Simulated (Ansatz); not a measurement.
`[NH2][Cd][F]` + HCl → `[F][Cd][Cl]` + NH₃ at 298.15 K and 1 bar (ligand exchange at a Cd–N bond).

Gas-phase electronic energies from Ansatz, PBE0-D4/def2-TZVP geometries. CCSD(T)/CBS is the MP2 limit (def2-TZVPP, def2-QZVPP) plus CCSD(T) − MP2 in def2-TZVPP, frozen cores. This one scheme is used for every species. def2 core potentials past Kr. For Cd outer-core shells are correlated without core-valence functions, which leaves a few kJ/mol of doubt a bond. Each species was taken in one conformer, which may not be the lowest.

| species | CCSD(T)/CBS energy (Eh) | H − E (kJ/mol) | S (J/(mol·K)) |
| --- | --- | --- | --- |
| `[NH2][Cd][F]` | -323.42384 | 84.3 | 292.8 |
| HCl | -460.38127 | 26.6 | 186.8 |
| `[F][Cd][Cl]` | -727.34376 | 20.9 | 280.6 |
| NH₃ | -56.50880 | 100.5 | 192.4 |

H − E and S are ideal-gas, rigid-rotor, harmonic terms from PBE0-D4/def2-TZVP, for one conformer and one mirror image of each species. 1 Eh = 2625.50 kJ/mol, R = 8.31446 J/(mol·K).

Q: By hand: ΔE, ΔH, ΔS and ΔG.

A: ΔE = (-727.34376) + (-56.50880) − (-323.42384) − (-460.38127) = -0.04745 Eh = -124.6 kJ/mol. Δ(H − E) = 20.9 + 100.5 − 84.3 − 26.6 = 10.5, so ΔH = -114.1 kJ/mol. ΔS = 280.6 + 192.4 − 292.8 − 186.8 = -6.6 J/(mol·K). ΔG = -114.1 − 298.15 × (-6.6)/1000 = -112.1 kJ/mol.

Q: By hand: the equilibrium constant, and the temperature at which ΔG would vanish if ΔH and ΔS stayed fixed.

A: log₁₀ K = −ΔG/(RT ln 10) = 19.6. ΔG = 0 at ΔH/ΔS = 17288 K, far beyond where these terms or the molecules hold.

The number of gas molecules stays the same, so ΔS is small and ΔH decides. A doubt of 5 kJ/mol in ΔE shifts log₁₀ K by 0.9 here. Other conformers and mirror images would add mixing entropy, several J/(mol·K) or more a flexible species. These are equilibria of isolated gas molecules and say nothing of rates. Largest T1 diagnostic: 0.016 (customary marks: 0.02 for closed shells, 0.045 for open ones).
